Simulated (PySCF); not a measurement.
Species: CH4B2F2.
Bonds: B1–C2, C2–B3, B3–F4, B3–F5. Hydrogens: H6, H7 on B1; H8, H9 on C2.

Level of theory: PBE0-D3(BJ)/def2-SVP geometry optimisation, gas phase in PySCF.

Q: What internal coordinates does the optimisation give?

A: 
```
        bond  length (pm)
       B1–C2        155.7
       C2–B3        156.4
B3–F4, B3–F5        132.1
B1–H6, B1–H7        120.9
C2–H8, C2–H9        110.1
```

Bonds in one row agree within 1 pm and their mean is given. A selection of angles:
```
   angle  degrees
C2–B1–H6    120.7
C2–B1–H7    120.4
H6–B1–H7    118.9
B1–C2–B3    106.6
B1–C2–H8    111.3
B3–C2–H8    107.0
H8–C2–H9    112.2
C2–B3–F4    121.7
F4–B3–F5    116.3
```

Dihedral angles: B1–C2–B3–F4 -83° (synclinal). The mirror-image conformer, all signs reversed, is as good.

B3 (three-coordinate boron) is planar (angles 122.0°, 121.7° and 116.3°, sum 360.0°, 0.00 Å off the plane of its three neighbours). B1 (three-coordinate boron) is planar (angles 120.7°, 120.4° and 118.9°, sum 359.9°, 0.02 Å off the plane of its three neighbours).

Point group: near Cs, missed by 0.21 Å at most; the miss may be what the optimiser left on a soft mode. No PBE0-D3(BJ)/def2-SVP frequencies stand behind this structure, so it isn't proved a minimum. The numbers are those of one conformer (H–B1–C2–B3 89° and -88°, B1–C2–B3–F4 -83°).

On one thread of an Arm Neoverse V2, shared host with 192 logical CPUs at a one-minute load of 51, this took 16 s of wall time and 0.37 GiB of memory at its peak. These figures are those of the optimisation.
